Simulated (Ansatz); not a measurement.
```xyz
7

C    -0.4788   -0.0212    1.3443
N     0.0199    0.8367    0.5685
In    0.5214    0.1786   -1.3477
H    -0.7654    0.2620    2.3701
H    -0.6722   -1.0834    1.1000
H     0.1754   -1.4964   -1.6097
H     1.1998    1.3238   -2.4255
```

Total charge 0; spin multiplicity 1. In: def2 effective core potential.

**Question.** List the CAM-B3LYP/def2-TZVPP orbital energies in eV (the Gaussian-basis code of Ansatz). (Best estimate.)

**Answer.** The calculation gave: Occupied: -390.86, -279.90, -129.34, -86.12, -85.76, -85.75, -26.10, -23.06, -22.88, -22.86, -22.79, -22.69, -17.84, -14.77, -13.34, -11.54, -10.65, -9.84, -7.59. Lowest empty: -1.05, 0.81, 1.09, 1.44, 1.87, 2.94, 3.23, 3.43.
